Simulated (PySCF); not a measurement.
**How methods differ on the excitation energy of Si**

Si [Ne] 3s2 3p2 (3P) → Si [Ne] 3s2 3p1 4s1 (3P), as a difference of total energies. Calculation: PySCF 2.14, in aug-cc-pwCVTZ (8s7p5d3f, 75 functions); the non-relativistic Hamiltonian (point nucleus). Correlated levels: nothing frozen. The calculations carry no spin-orbit coupling.

```csv
method,excitation energy (cm⁻¹)
UHF,39247
MP2 (all electrons),40658
SCS-MP2 (all electrons),40402
CCSD (all electrons),40762
CCSD(T) (all electrons),40816
```

The promoted electron is Rydberg-like, and one or two diffuse shells describe it only roughly, which tends to raise the upper state.
